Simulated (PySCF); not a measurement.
# The electron affinity along the 5p block

All values are computed (PySCF 2.14, energy differences of UHF-based or UKS calculations, no spin-orbit coupling). Values in eV. The last column holds reference values (measured affinities from photodetachment; the arrow runs from anion to atom). Unmarked ones compare directly (S terms, centres of terms, or small fine structure); those marked * lie between the lowest fine-structure levels and include a spin-orbit shift.

```json
{"element": "In (x2c-TZVPPall with one added diffuse shell each of s, p, d, f type, spin-free X2C)", "configurations": "[Kr] 4d10 5s2 5p2 → [Kr] 4d10 5s2 5p1", "UHF": "0.079", "CCSD(T) (valence and next inner shell)": "0.395", "PBE": "0.527", "PBE0": "0.492", "r2SCAN": "0.568", "CCSD (valence)": "0.382", "reference": "0.384 *"}
{"element": "Sn (x2c-TZVPPall with one added diffuse shell each of s, p, d, f type, spin-free X2C)", "configurations": "[Kr] 4d10 5s2 5p3 → [Kr] 4d10 5s2 5p2", "UHF": "0.973", "CCSD(T) (valence and next inner shell)": "1.396", "PBE": "1.427", "PBE0": "1.427", "r2SCAN": "1.534", "CCSD (valence)": "1.357", "reference": "1.112 *"}
{"element": "Sb (x2c-TZVPPall with one added diffuse shell each of s, p, d, f type, spin-free X2C)", "configurations": "[Kr] 4d10 5s2 5p4 → [Kr] 4d10 5s2 5p3", "UHF": "-0.046", "CCSD(T) (valence and next inner shell)": "0.771", "PBE": "0.972", "PBE0": "0.911", "r2SCAN": "0.940", "CCSD (valence)": "0.715", "reference": "1.047 *"}
{"element": "Te (x2c-TZVPPall with one added diffuse shell each of s, p, d, f type, spin-free X2C)", "configurations": "[Kr] 4d10 5s2 5p5 → [Kr] 4d10 5s2 5p4", "UHF": "1.076", "CCSD(T) (valence and next inner shell)": "1.924", "PBE": "2.087", "PBE0": "2.047", "r2SCAN": "2.063", "CCSD (valence)": "1.851", "reference": "1.971 *"}
{"element": "I (x2c-TZVPPall with one added diffuse shell each of s, p, d, f type, spin-free X2C)", "configurations": "[Xe] → [Kr] 4d10 5s2 5p5", "UHF": "2.333", "CCSD(T) (valence and next inner shell)": "3.181", "PBE": "3.276", "PBE0": "3.274", "r2SCAN": "3.308", "CCSD (valence)": "3.098", "reference": "3.059 *"}
```

The highest occupied level of the anion is positive for In⁻ at PBE, PBE0, r2SCAN; Sn⁻ at PBE, PBE0, r2SCAN; Sb⁻ at PBE, PBE0, r2SCAN; Te⁻ at PBE, r2SCAN, so there the basis helps to hold the electron.

"Valence" correlates the outer s and p shells and, in groups 3 to 12 and the f block, the outer d or f shell, open or full, or the next shell where the ion has no valence electron left; the wider scheme adds the next inner shell.
